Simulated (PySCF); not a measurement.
This doublet is an excited state, 0.61 eV above the relaxed quartet at the level B3LYP-D3(BJ)/def2-TZVP // PBE-D3(BJ)/def2-SVP (PySCF).

[Co(NH3)4]2+ (charge 2, multiplicity 2)

Calculation: TPSSh-D3(BJ)/def2-TZVP // PBE-D3(BJ)/def2-SVP (PySCF).

```json
{
 "highest_occupied_spin_orbital": "-15.22 eV",
 "charge on the central atom (Mulliken)": "0.46 e",
 "charge on the central atom (meta-Löwdin)": "0.90 e",
 "spin population on the central atom (Mulliken)": "1.08",
 "total_energy": "-43774.71 eV",
 "cost": "around 40 core-minutes (rough)"
}
```

Bond lengths (Å): Co1–N2 1.990, Co1–N6 1.989, Co1–N10 1.990, Co1–N14 1.989, N2–H3 1.035, N2–H4 1.037, N2–H5 1.037, N6–H7 1.035, N6–H8 1.037, N6–H9 1.037, N10–H11 1.037, N10–H12 1.037, N10–H13 1.035, N14–H15 1.037, N14–H16 1.035, N14–H17 1.037. Bond angles (°): N2–Co1–N6 179.9, N2–Co1–N10 90.0, N2–Co1–N14 90.0, N6–Co1–N10 90.0, N6–Co1–N14 90.0, N10–Co1–N14 179.9, Co1–N2–H3 116.5, Co1–N2–H4 113.4, Co1–N2–H5 113.3, H3–N2–H4 103.8, H3–N2–H5 103.9, H4–N2–H5 104.7, Co1–N6–H7 116.5, Co1–N6–H8 113.4, Co1–N6–H9 113.3, H7–N6–H8 103.8, H7–N6–H9 103.9, H8–N6–H9 104.7, Co1–N10–H11 113.3, Co1–N10–H12 113.4, Co1–N10–H13 116.5, H11–N10–H12 104.7, H11–N10–H13 103.9, H12–N10–H13 103.8, Co1–N14–H15 113.4, Co1–N14–H16 116.5, Co1–N14–H17 113.3, H15–N14–H16 103.8, H15–N14–H17 104.7, H16–N14–H17 103.9.
Charge +2, spin multiplicity 2.
